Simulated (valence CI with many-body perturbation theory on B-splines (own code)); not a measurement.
**Ho45+: calculated level list**

Calculated by configuration interaction combined with many-body perturbation theory (CI+MBPT): four valence electrons over a frozen Dirac-Fock core [Ar], radial functions for each j: 9 s, 9 p, 10 d, 8 f, 5 g, 3 h, 1 i, with the one-electron correlation potential Σ1, the two-electron term Σ2, the three-electron term Σ3, Breit, model QED; selected CI, second order for the rest (own B-spline code, finite nucleus).

The last digits are not significant, and no measured levels were compared; by estimate large intervals hold to a few tenths of a per cent, small ones and those within an open d or f shell to about a per cent. The list stops below the first excitations out of the core. Only levels of the ground parity were solved; by the run's estimate the other parity begins above the list, which can be wrong where configurations are misplaced.

Levels 1 to 33 of 33, with energies above the lowest level, (3d3/2^4) J=0. "Leading %" is the weight of the configuration and term that name the level; weights of strongly mixed levels are sums over their largest components and can fall short. In the jj column 3d3/2^4 stands for four electrons in 3d with j = 3/2. Lifetimes count E1, E2, E3, M1 and M2 decay at the calculated energies, and are blank where another channel may lead or the interval is too uncertain; long ones can be off by a factor of two.

```
No.  Configuration  Term  J  E (cm⁻¹)  Leading %               Leading jj  Lifetime  Second component
  1            3d4    3P  0         0         59           3d3/2^4 (98 %)                 28 % 3d4 5D
  2            3d4    5D  1    302430         60     3d3/2^3 3d5/2 (98 %)   1.41 μs       40 % 3d4 3P
  3            3d4    3F  4    389150         29     3d3/2^3 3d5/2 (98 %)                 23 % 3d4 3H
  4            3d4    5D  2    401040         42     3d3/2^3 3d5/2 (89 %)   54.4 μs       16 % 3d4 3F
  5            3d4    3F  3    427840         29     3d3/2^3 3d5/2 (92 %)                 24 % 3d4 5D
  6            3d4    5D  0    667630         65   3d3/2^2 3d5/2^2 (97 %)    502 ns       22 % 3d4 1S
  7            3d4    5D  2    679580         45   3d3/2^2 3d5/2^2 (92 %)    758 ns       20 % 3d4 3F
  8            3d4    3H  4    688090         40   3d3/2^2 3d5/2^2 (97 %)   1.37 μs       38 % 3d4 5D
  9            3d4    5D  3    702560         48   3d3/2^2 3d5/2^2 (90 %)   1.38 μs       36 % 3d4 3G
 10            3d4    3H  5    731780         68  3d3/2^2 3d5/2^2 (100 %)   2.67 μs       32 % 3d4 3G
 11            3d4    1I  6    752790         51   3d3/2^2 3d5/2^2 (99 %)   11.7 ms       49 % 3d4 3H
 12            3d4    3P  1    761260         43   3d3/2^2 3d5/2^2 (94 %)   1.21 μs       38 % 3d4 3D
 13            3d4    3G  4    790270         56   3d3/2^2 3d5/2^2 (98 %)   6.63 μs       38 % 3d4 1G
 14            3d4    3F  3    790990         44   3d3/2^2 3d5/2^2 (96 %)   1.84 μs       26 % 3d4 3D
 15            3d4    3D  2    802610         33   3d3/2^2 3d5/2^2 (96 %)   4.40 μs       31 % 3d4 3F
 16            3d4    3F  2    890290         48   3d3/2^2 3d5/2^2 (94 %)    881 ns       29 % 3d4 3P
 17            3d4    3F  4    925810         65   3d3/2^2 3d5/2^2 (92 %)   2.82 μs       23 % 3d4 1G
 18            3d4    3P  2   1010300         38   3d3/2^2 3d5/2^2 (90 %)   10.1 μs       35 % 3d4 1D
 19            3d4    5D  4   1061600         32     3d3/2 3d5/2^3 (90 %)    594 ns       24 % 3d4 1G
 20            3d4    3F  3   1068400         44     3d3/2 3d5/2^3 (96 %)    519 ns       26 % 3d4 5D
 21            3d4    3P  0   1097700         62   3d3/2^2 3d5/2^2 (63 %)   1.52 μs       38 % 3d4 1S
 22            3d4    3D  1   1104400         54     3d3/2 3d5/2^3 (96 %)    404 ns       27 % 3d4 3P
 23            3d4    3G  5   1108300         68    3d3/2 3d5/2^3 (100 %)   1.07 μs       32 % 3d4 3H
 24            3d4    3H  6   1114500         51     3d3/2 3d5/2^3 (99 %)   1.25 μs       49 % 3d4 1I
 25            3d4    3F  2   1168800         48     3d3/2 3d5/2^3 (92 %)    616 ns       39 % 3d4 3P
 26            3d4    3D  3   1183100         36     3d3/2 3d5/2^3 (98 %)    862 ns       34 % 3d4 1F
 27            3d4    1S  0   1254200         78     3d3/2 3d5/2^3 (56 %)   1.32 μs       18 % 3d4 3P
 28            3d4    3F  3   1287000         66    3d3/2 3d5/2^3 (100 %)   1.03 μs       31 % 3d4 1F
 29            3d4    3P  1   1291000         90     3d3/2 3d5/2^3 (98 %)    684 ns        8 % 3d4 3D
 30            3d4    1G  4   1294900         69     3d3/2 3d5/2^3 (96 %)    803 ns       22 % 3d4 3F
 31            3d4    1D  2   1324800         66     3d3/2 3d5/2^3 (82 %)    938 ns       25 % 3d4 3P
 32            3d4    3F  4   1488900         47           3d5/2^4 (96 %)    389 ns       21 % 3d4 1G
 33            3d4    1D  2   1569800         38           3d5/2^4 (89 %)    377 ns       24 % 3d4 3D
```

The ionisation energy to 3d3 4F_3/2 of the next ion comes out as 3760.9 eV (NIST: 3760 ± 4 eV (theoretical)). All 33 levels together are meant to be complete up to 1692600 cm⁻¹.
